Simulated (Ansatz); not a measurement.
Al₂Cu₃⁺, relaxed as a singlet with RKS r2SCAN-D4/def2-SVP in Ansatz, starting from the GFN1-xTB geometry. Force threshold 0.02 eV/Å.

The relaxation made no stability test and no search for a lower SCF solution. The structure comes from a short search, and lower isomers may exist.

Start:

```xyz
5

Al    1.008    1.195    0.818
Al   -0.489   -0.753    1.518
Cu   -0.235   -0.204   -1.066
Cu   -1.898    1.275   -0.526
Cu    1.614   -1.513   -0.745
```

Problem. Estimate the energy that the relaxation releases and the steps that it takes.

Solution. 39.4 kcal/mol, in 7 steps; 27 s on 4 threads of Arm Neoverse V1 on a shared host. No frequencies were taken in this run, so the end may be a saddle point.

Problem. Does the start keep its bonding and symmetry?

Solution. By distances, no bond broke or formed, bridged metal pairs apart. The bond that changes most is Al2–Cu4, from 3.21 to 2.41 Å (atoms count from 1). Metal–metal contacts that move far: Al2–Cu4 3.21 to 2.41 Å, Al1–Cu4 3.20 to 2.41 Å, Al1–Cu5 3.18 to 2.41 Å, Al2–Cu5 3.18 to 2.41 Å. Point group C2v at the start, C2v at the end, both within 0.05 Å.

Problem. Predict the relaxed structure.

Solution. 
```xyz
5

Al    0.906    1.114    0.334
Al   -0.607   -0.849    1.041
Cu   -0.295   -0.261   -1.356
Cu   -1.485    1.176    0.086
Cu    1.481   -1.179   -0.105
```
Bond lengths (bridged metal pairs left out): 6 × Al–Cu 2.41 to 2.49 Å; 2 × Cu–Cu 2.36 Å; 1 × Al–Al 2.58 Å.
